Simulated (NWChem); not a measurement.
Program: NWChem. System: C₆H₁₄, charge 1, spin multiplicity 2, at the geometry of a parent with another charge or spin, in a state set for the comparison that need not be this species' ground state. Its SCF solution wasn't tested for a lower state.

Job file:

```
start mol
memory heap 200 mb stack 900 mb global 1100 mb
charge 1
geometry units angstroms nocenter noautoz noautosym
  C      2.865773     0.888972    -0.343099
  C      1.845427     0.046525     0.406823
  C      0.461400     0.054201    -0.230683
  C     -0.562746    -0.785708     0.523521
  C     -1.945814    -0.848799    -0.121115
  C     -2.685335     0.481029    -0.173808
  H      2.995269     0.533796    -1.378402
  H      2.552652     1.944391    -0.396224
  H      3.853184     0.860552     0.142697
  H      2.206070    -0.995303     0.477959
  H      1.764939     0.403712     1.449131
  H      0.110081     1.098511    -0.308098
  H      0.537248    -0.312699    -1.271417
  H     -0.659758    -0.399754     1.555434
  H     -0.170663    -1.813051     0.626444
  H     -1.849469    -1.257084    -1.143385
  H     -2.559564    -1.578826     0.433696
  H     -2.800051     0.913641     0.833781
  H     -3.693816     0.361014    -0.598693
  H     -2.158346     1.223786    -0.792751
end
basis spherical
  * library def2-svp
end
dft
  xc xpbe96 cpbe96
  odft
  mult 2
  semidirect memsize 60000000 filesize 0
  iterations 100
end
task dft energy
```

The output up to the point where the run's verdict is printed (cleaned and shortened):

```
             Northwest Computational Chemistry Package (NWChem) 7.3.0
             --------------------------------------------------------

                                NWChem Input Module
                                -------------------

 Scaling coordinates for geometry "geometry" by  1.889725989
 (inverse scale =  0.529177249)

                             Geometry "geometry" -> ""
                             -------------------------

 Output coordinates in angstroms (scale by  1.889725989 to convert to a.u.)

  No.       Tag          Charge          X              Y              Z
 ---- ---------------- ---------- -------------- -------------- --------------
    1 C                    6.0000     2.86577300     0.88897200    -0.34309900
    2 C                    6.0000     1.84542700     0.04652500     0.40682300
    3 C                    6.0000     0.46140000     0.05420100    -0.23068300
    4 C                    6.0000    -0.56274600    -0.78570800     0.52352100
    5 C                    6.0000    -1.94581400    -0.84879900    -0.12111500
    6 C                    6.0000    -2.68533500     0.48102900    -0.17380800
    7 H                    1.0000     2.99526900     0.53379600    -1.37840200
    8 H                    1.0000     2.55265200     1.94439100    -0.39622400
    9 H                    1.0000     3.85318400     0.86055200     0.14269700
   10 H                    1.0000     2.20607000    -0.99530300     0.47795900
   11 H                    1.0000     1.76493900     0.40371200     1.44913100
   12 H                    1.0000     0.11008100     1.09851100    -0.30809800
   13 H                    1.0000     0.53724800    -0.31269900    -1.27141700
   14 H                    1.0000    -0.65975800    -0.39975400     1.55543400
   15 H                    1.0000    -0.17066300    -1.81305100     0.62644400
   16 H                    1.0000    -1.84946900    -1.25708400    -1.14338500
   17 H                    1.0000    -2.55956400    -1.57882600     0.43369600
   18 H                    1.0000    -2.80005100     0.91364100     0.83378100
[...]
 d= 0,ls=0.5,diis    75   -236.1837517756 -4.08D-05  3.08D-06  4.93D-05   343.2
                                                     3.86D-05  5.24D-05
 d= 0,ls=0.5,diis    76   -236.1837909063 -3.91D-05  3.86D-06  6.15D-05   347.7
                                                     3.90D-05  5.89D-05
 d= 0,ls=0.5,diis    77   -236.1838276768 -3.68D-05  3.01D-06  7.96D-05   352.1
                                                     3.95D-05  6.83D-05
 d= 0,ls=0.5,diis    78   -236.1838653991 -3.77D-05  1.55D-06  9.69D-05   356.7
                                                     3.99D-05  7.77D-05
 d= 0,ls=0.5,diis    79   -236.1839049144 -3.95D-05  4.89D-06  1.12D-04   361.2
                                                     4.05D-05  8.66D-05
 d= 0,ls=0.5,diis    80   -236.1839403910 -3.55D-05  4.61D-06  1.39D-04   365.7
                                                     4.10D-05  9.95D-05
 d= 0,ls=0.5,diis    81   -236.1839748891 -3.45D-05  2.88D-06  1.68D-04   370.1
                                                     4.14D-05  1.15D-04
 d= 0,ls=0.5,diis    82   -236.1840134760 -3.86D-05  1.94D-06  1.91D-04   374.6
                                                     4.17D-05  1.26D-04
 d= 0,ls=0.5,diis    83   -236.1840582280 -4.48D-05  4.17D-06  2.03D-04   379.2
                                                     4.24D-05  1.34D-04
 d= 0,ls=0.5,diis    84   -236.1840929171 -3.47D-05  7.87D-06  2.40D-04   383.6
                                                     4.29D-05  1.52D-04
 d= 0,ls=0.5,diis    85   -236.1841543148 -6.14D-05  6.96D-06  2.27D-04   388.1
                                                     4.32D-05  1.45D-04
 d= 0,ls=0.5,diis    86   -236.1842166002 -6.23D-05  8.29D-06  2.16D-04   392.6
                                                     4.40D-05  1.39D-04
 d= 0,ls=0.5,diis    87   -236.1842788229 -6.22D-05  5.25D-06  2.08D-04   397.1
                                                     4.42D-05  1.33D-04
 d= 0,ls=0.5,diis    88   -236.1843293798 -5.06D-05  3.97D-06  2.32D-04   401.7
                                                     4.46D-05  1.38D-04
 d= 0,ls=0.5,diis    89   -236.1843760038 -4.66D-05  6.07D-06  2.63D-04   406.1
                                                     4.51D-05  1.50D-04
 d= 0,ls=0.5,diis    90   -236.1844127498 -3.67D-05  2.13D-05  3.15D-04   410.5
                                                     4.72D-05  1.72D-04
 d= 0,ls=0.5,diis    91   -236.1845134781 -1.01D-04  9.16D-06  2.42D-04   415.0
                                                     4.61D-05  1.35D-04
 d= 0,ls=0.5,diis    92   -236.1845554117 -4.19D-05  6.25D-06  2.97D-04   419.5
                                                     4.59D-05  1.52D-04
 d= 0,ls=0.5,diis    93   -236.1846016636 -4.63D-05  4.56D-05  3.32D-04   423.9
                                                     5.24D-05  1.68D-04
 d= 0,ls=0.5,diis    94   -236.1847536494 -1.52D-04  1.40D-05  1.50D-04   428.4
                                                     4.72D-05  9.13D-05
 d= 0,ls=0.5,diis    95   -236.1847975314 -4.39D-05  4.34D-05  2.10D-04   432.9
                                                     5.05D-05  1.11D-04
 d= 0,ls=0.5,diis    96   -236.1849261797 -1.29D-04  1.28D-05  7.72D-05   437.4
                                                     4.79D-05  6.20D-05
 d= 0,ls=0.5,diis    97   -236.1850000469 -7.39D-05  6.95D-06  7.42D-05   441.9
                                                     4.79D-05  5.97D-05
 d= 0,ls=0.5,diis    98   -236.1850614937 -6.14D-05  1.84D-05  9.54D-05   446.3
                                                     4.81D-05  6.62D-05
 d= 0,ls=0.5,diis    99   -236.1851468238 -8.53D-05  3.63D-05  6.11D-05   450.8
                                                     5.02D-05  5.49D-05
 d= 0,ls=0.5,diis   100   -236.1852409904 -9.42D-05  1.66D-05  1.17D-05   455.2
                                                     4.82D-05  3.85D-05
```

Convergence was not reached. The next line reads: Calculation failed to converge. NWChem stopped with the message: dft energy failed.
